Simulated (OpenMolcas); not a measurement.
## How methods differ on C3H12GaN (SMILES C[Ga-](C)(C)[NH3+])

C3H12GaN has 17 atoms, charge 0, and is taken as a singlet. As SMILES, `C[Ga-](C)(C)[NH3+]`. The shape is that of a PBE0-D4/def2-TZVP optimisation.

Quantity: the HOMO–LUMO gap, in eV. The values are calculated.

```csv
level,kind,program,value (eV)
BLYP/6-31G* (spherical functions),GGA,OpenMolcas,4.86
PBE/6-31G* (spherical functions),GGA,OpenMolcas,5.06
revPBE/6-31G* (spherical functions),GGA,OpenMolcas,5.13
M06-L/6-31G* (spherical functions),meta-GGA,OpenMolcas,6.08
r2SCAN/6-31G* (spherical functions),meta-GGA,OpenMolcas,6.02
BHLYP/6-31G* (spherical functions),global hybrid,OpenMolcas,9.07
M06-2X/6-31G* (spherical functions),hybrid meta-GGA,OpenMolcas,8.96
PBE0/6-31G* (spherical functions),global hybrid,OpenMolcas,7.24
```

All-electron rows without a relativistic Hamiltonian named are non-relativistic. The values span 4.86 to 9.07 eV. Orbital gaps aren't excitation energies; they tend to grow with the share of exact exchange.
